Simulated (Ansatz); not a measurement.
Molecule: sum formula H9Si4O, charge 0, multiplicity 2. It need not be the lowest isomer of its formula. 
Coordinates optimised at B3LYP-D3(BJ)/def2-TZVP (Ansatz, a program for electronic structure):
```
Si
O 1 1.6726
H 2 0.9615 1 117.64
Si 1 2.3356 2 114.54 3 55.98
H 4 1.4862 1 116.33 2 53.30
H 4 1.4871 5 109.32 1 133.84
Si 1 2.3422 2 106.02 3 174.61
H 7 1.4829 1 110.88 2 53.36
H 7 1.4830 8 109.03 1 122.54
H 7 1.4837 8 108.87 9 118.53
Si 1 2.3525 2 111.94 3 -64.70
H 11 1.4837 1 109.57 2 179.23
H 11 1.4838 12 108.89 1 -121.73
H 11 1.4856 12 108.53 13 -117.66
```
Charge 0, spin multiplicity 2.

Basis-set convergence of Hartree-Fock and CCSD(T) correlation energies (hartree) with Ansatz. Cores are frozen in the correlated levels unless marked. Open shells are spin-unrestricted. Spin-orbit coupling is left out. Non-relativistic.

| basis | functions | E(HF) | E(corr, CCSD(T)) |
|---|---|---|---|
| cc-pV(D+d)Z | 151 | -1235.84655 | -0.67819 |
| cc-pV(T+d)Z | 312 | -1235.92525 | -0.83162 |
| cc-pV(Q+d)Z | 581 | -1235.94514 | -0.88177 |

Extrapolating the two largest sets (X = 3 and 4) as X^-3: E(corr) = (64·(-0.88177) - 27·(-0.83162))/37 = -0.9184 Eh, an estimate of the basis-set limit. The largest set recovers 96.0 % of it, the smallest 73.8 %.
